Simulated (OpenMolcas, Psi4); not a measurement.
## BSiH3OF2 (SMILES FB(F)O[SiH3]): methods side by side

The species is BSiH3OF2 (8 atoms), meant as a singlet with charge 0. As SMILES, `FB(F)O[SiH3]`. The shape is that of a PBE0-D4/def2-TZVP optimisation.

Each level gives the vertical ionisation energy (to the doublet cation) (eV). The values are calculated.

```csv
level,kind,program,value (eV),CPU time (all runs)
HF/cc-pVDZ,Hartree–Fock,Psi4,12.11,18 s
PBE/cc-pVDZ,GGA,OpenMolcas,11.34,2.8 min
M06-L/cc-pVDZ,meta-GGA,OpenMolcas,11.64,3.3 min
r2SCAN/cc-pVDZ,meta-GGA,OpenMolcas,11.66,3.3 min
B3LYP/cc-pVDZ,global hybrid,OpenMolcas,11.87,2.2 min
M06-2X/cc-pVDZ,hybrid meta-GGA,OpenMolcas,12.22,3 min
PBE0/cc-pVDZ,global hybrid,OpenMolcas,11.91,2.3 min
MP2/cc-pVDZ,perturbation theory,Psi4,12.28,18 s
```

The values span 11.34 to 12.28 eV. Times are those of the runs behind each value, whatever else they computed, on shared processors of several kinds: orders of magnitude only.
